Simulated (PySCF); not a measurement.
## ¹⁵N chemical shifts

PySCF 2.14 calculation with σ from GIAO-PBE0/pcSseg-1 and coordinates at the GFN2-xTB level; fast rotation and ring inversion assumed for equivalent nuclei, one conformer, isolated molecule, relativity neglected.

Shieldings were converted by a linear fit to measured shifts: ¹⁵N (scatter 6.3 ppm rms vs CH3NO2, solution or neat liquid). A few per cent of atoms miss by over 2 rms, more outside the fitted compound classes.

Give the ¹⁵N shifts of `C#CCN1CCC=N1`, `Clc1cnccp1`, `c1cn(C2CC2)cn1`, `N#C[SiH2][SiH2]CCCl`.

Answers


```csv
compound,environment,δ (ppm)
[CH:1]#[C:2][CH2:3][N:4]1[CH2:5][CH2:6][CH:7]=[N:8]1,N8: imine nitrogen,-30.6
[CH:1]#[C:2][CH2:3][N:4]1[CH2:5][CH2:6][CH:7]=[N:8]1,N4: nitrogen bonded to O or N,-259.6
Clc1cnccp1,pyridine-type ring nitrogen,-57.6
[cH:1]1[cH:2][n:3]([CH:4]2[CH2:5][CH2:6]2)[cH:7][n:8]1,N8: pyridine-type nitrogen of an azole,-111.1
[cH:1]1[cH:2][n:3]([CH:4]2[CH2:5][CH2:6]2)[cH:7][n:8]1,N3: pyrrole-type ring nitrogen,-208.5
N#C[SiH2][SiH2]CCCl,nitrile nitrogen,-54.4
```
